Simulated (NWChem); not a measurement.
Everything below was run with NWChem. System: H3N2, charge 0, spin multiplicity 2, at a geometry optimised with UPBE0/def2-SVP. The structure started from a generated list of species. Its SCF solution wasn't tested for a lower state. Level: UCCSD(T)/cc-pVDZ, 2 core orbitals frozen.

Job file:

```
start mol
memory heap 100 mb stack 700 mb global 1900 mb
geometry units angstroms nocenter noautoz noautosym
  N      0.651149    -0.356554     0.095920
  N     -0.546986     0.189084    -0.123315
  H      1.324508     0.415902     0.024174
  H     -0.724793     1.174575     0.067382
  H     -1.328858    -0.418190     0.100211
end
basis spherical
  * library cc-pvdz
end
scf
  uhf
  nopen 1
  maxiter 100
  thresh 1e-7
  semidirect memsize 60000000 filesize 0
  # guess.movecs holds the orbitals of an unrestricted PBE0 run
  vectors input guess.movecs output mol.movecs
end
tce
  freeze core 2
  ccsd(t)
  thresh 1e-6
  maxiter 100
  tilesize 24
end
task tce energy
```

Output (cleaned and shortened):

```
             Northwest Computational Chemistry Package (NWChem) 7.3.0
             --------------------------------------------------------

                                NWChem Input Module
                                -------------------

 Scaling coordinates for geometry "geometry" by  1.889725989
 (inverse scale =  0.529177249)

                             Geometry "geometry" -> ""
                             -------------------------

 Output coordinates in angstroms (scale by  1.889725989 to convert to a.u.)

  No.       Tag          Charge          X              Y              Z
 ---- ---------------- ---------- -------------- -------------- --------------
    1 N                    7.0000     0.65114900    -0.35655400     0.09592000
    2 N                    7.0000    -0.54698600     0.18908400    -0.12331500
    3 H                    1.0000     1.32450800     0.41590200     0.02417400
    4 H                    1.0000    -0.72479300     1.17457500     0.06738200
    5 H                    1.0000    -1.32885800    -0.41819000     0.10021100

 Effective nuclear repulsion energy (a.u.)      36.6884685867

            Nuclear Dipole moment (a.u.)
            ----------------------------
        X                 Y               Z
 ---------------- ---------------- ----------------
    -0.0000037795    -0.0000056692     0.0000037795


 Summary of "ao basis" -> "" (spherical)
 ------------------------------------------------------------------------------
       Tag                 Description            Shells   Functions and Types
 ---------------- ------------------------------  ------  ---------------------
 *                          cc-pvdz                   on all atoms

 Summary of "ao basis" -> "ao basis" (spherical)
 ------------------------------------------------------------------------------
       Tag                 Description            Shells   Functions and Types
 ---------------- ------------------------------  ------  ---------------------
 N                          cc-pvdz                  6       14   3s2p1d
 H                          cc-pvdz                  3        5   2s1p

                                 NWChem SCF Module
                                 -----------------

  ao basis        = "ao basis"
  functions       =    43
  atoms           =     5
  alpha electrons =     9
  beta  electrons =     8
  charge          =   0.00
  wavefunction    = UHF
  use symmetry    = F
  symmetry adapt  = F

 Summary of "ao basis" -> "ao basis" (spherical)
 ------------------------------------------------------------------------------
       Tag                 Description            Shells   Functions and Types
 ---------------- ------------------------------  ------  ---------------------
 N                          cc-pvdz                  6       14   3s2p1d
 H                          cc-pvdz                  3        5   2s1p

 Forming initial guess at       0.0s

 Starting SCF solution at       0.0s

 ----------------------------------------------
         Quadratically convergent UHF

 Convergence threshold     :          1.000E-07
 Maximum no. of iterations :          100
 Integral*density screening:          1.000E-09
 ----------------------------------------------

              iter       energy          gnorm     gmax       time
             ----- ------------------- --------- --------- --------
                 1     -110.5749629832  3.17D-01  6.42D-02      0.2
                 2     -110.5848351371  1.54D-02  4.92D-03      0.2
[...]
    Atom       Charge   Shell Charges
 -----------   ------   -------------------------------------------------------
    1 N    7     3.13   1.00  0.38  0.39  0.81  0.52  0.02
    2 N    7     3.51   1.00  0.36  0.30  1.13  0.70  0.02
    3 H    1     0.47   0.39  0.06  0.02
    4 H    1     0.44   0.36  0.06  0.03
    5 H    1     0.44   0.36  0.05  0.03

   Mulliken analysis of the spin density
   -------------------------------------

    Atom       Charge   Shell Charges
 -----------   ------   -------------------------------------------------------
    1 N    7     0.92   0.00  0.04  0.04  0.57  0.27 -0.00
    2 N    7     0.15   0.00  0.01  0.00  0.14 -0.01  0.00
    3 H    1    -0.05  -0.04 -0.02  0.01
    4 H    1    -0.00  -0.00 -0.00  0.00
    5 H    1    -0.01  -0.01 -0.00  0.00

       Multipole analysis of the density wrt the origin
       ------------------------------------------------

     L   x y z        total         alpha         beta         nuclear
     -   - - -        -----         -----         ----         -------
     0   0 0 0     -0.000000     -9.000000     -8.000000     17.000000

     1   1 0 0     -0.424173     -0.607256      0.183086     -0.000004
     1   0 1 0      0.811221      0.639916      0.171311     -0.000006
     1   0 0 1      0.194568      0.057637      0.136927      0.000004

     2   2 0 0     -7.405092    -20.966084    -18.963658     32.524650
     2   1 1 0      1.407375      4.931496      3.953386     -7.477507
     2   1 0 1     -0.615715     -1.823443     -1.504077      2.711806
     2   0 2 0     -8.783326     -9.862966     -9.160988     10.240628
     2   0 1 1      0.288944      0.805160      0.752694     -1.268909
     2   0 0 2    -10.348624     -6.186649     -4.826255      0.664281

                   NWChem Extensible Many-Electron Theory Module
                   ---------------------------------------------


            General Information
            -------------------
      Number of processors :     1
         Wavefunction type : Unrestricted Hartree-Fock
          No. of electrons :    17
           Alpha electrons :     9
            Beta electrons :     8
           No. of orbitals :    86
            Alpha orbitals :    43
             Beta orbitals :    43
        Alpha frozen cores :     2
         Beta frozen cores :     2
     Alpha frozen virtuals :     0
      Beta frozen virtuals :     0
         Spin multiplicity : doublet
    Number of AO functions :    43
       Number of AO shells :    21
        Use of symmetry is : off
      Symmetry adaption is : off
         Schwarz screening : 0.10D-09

          Correlation Information
          -----------------------
          Calculation type : Coupled-cluster singles & doubles w/ perturbation
   Perturbative correction : (T)
            Max iterations :      100
        Residual threshold : 0.10D-05
     T(0) DIIS level shift : 0.00D+00
     L(0) DIIS level shift : 0.00D+00
     T(1) DIIS level shift : 0.00D+00
     L(1) DIIS level shift : 0.00D+00
     T(R) DIIS level shift : 0.00D+00
     T(I) DIIS level shift : 0.00D+00
   CC-T/L Amplitude update :  5-th order DIIS
                I/O scheme : Global Array Library
        L-threshold :  0.10D-05
        EOM-threshold :  0.10D-05
 no EOMCCSD initial starts read in
 TCE RESTART OPTIONS
 SLICE:      F
 D4D5:       F
 quantumc:   F
 qrotation:  F
 pwtce:      F
 qducc:      F
 nacto:                         0
 nrotv:                         0
 nrot:                          0

            Memory Information
            ------------------
          Available GA space size is     249033102 doubles
          Available MA space size is     104855044 doubles

 Maximum block size supplied by input
 Maximum block size        24 doubles

 tile_dim =     18

 -------------------------------------------------

 Global array virtual files algorithm will be used

 Parallel file system coherency ......... OK


 half-transformed integrals in memory

 2-e (intermediate) file size =         7396000
 2-e (intermediate) file name = ./mol.v2i

 2-e integrals stored in memory



CCSD iterations
 ---------------------------------------------------------
 Iter          Residuum       Correlation     Cpu    Wall
 ---------------------------------------------------------
    1   0.1485540162668  -0.3176275599981     0.1     0.1
    2   0.0433726793684  -0.3345437720035     0.1     0.1
    3   0.0176895596178  -0.3404636162758     0.1     0.1
    4   0.0089534982213  -0.3421624087474     0.1     0.1
    5   0.0051393225047  -0.3429028688845     0.1     0.1
    6   0.0015299882197  -0.3436289068930     0.1     0.1
    7   0.0009659233822  -0.3436422457524     0.1     0.1
    8   0.0005869352122  -0.3436676414262     0.1     0.1
    9   0.0004284358870  -0.3436758651984     0.1     0.1
   10   0.0003045216786  -0.3436852275210     0.1     0.1
   11   0.0000630182469  -0.3437072759092     0.1     0.1
   12   0.0000402369616  -0.3437104155629     0.1     0.1
   13   0.0000288460348  -0.3437106379700     0.1     0.1
   14   0.0000222562334  -0.3437108167706     0.1     0.1
   15   0.0000172339345  -0.3437107839880     0.1     0.1
   16   0.0000034314645  -0.3437104835378     0.1     0.1
   17   0.0000022640560  -0.3437105287906     0.1     0.1
   18   0.0000014651160  -0.3437106092088     0.1     0.1
   19   0.0000010956591  -0.3437106285468     0.1     0.1
   20   0.0000008089595  -0.3437106484634     0.1     0.1
 -----------------------------------------------------------------
 Iterations converged
 CCSD correlation energy / hartree =        -0.343710648463377
 CCSD total energy / hartree       =      -110.928668604328976

 Singles contributions

 Doubles contributions
 CCSD(T)
 Using plain CCSD(T) code
             total no. of tasks           20
 total no. of tasks / no. procs           20
                         wl_min      1061208          10.1
                         wl_max      1685159          10.9
        thresh for no. of tasks           20

 CCSD[T]  correction energy / hartree =        -0.009089281768026
 CCSD[T] correlation energy / hartree =        -0.352799930231403
 CCSD[T] total energy / hartree       =      -110.937757886097003
 CCSD(T)  correction energy / hartree =        -0.008529640263196
 CCSD(T) correlation energy / hartree =        -0.352240288726572
 CCSD(T) total energy / hartree       =      -110.937198244592167

 Task  times  cpu:        6.0s     wall:        6.0s

 Total times  cpu:        6.0s     wall:        6.0s
```
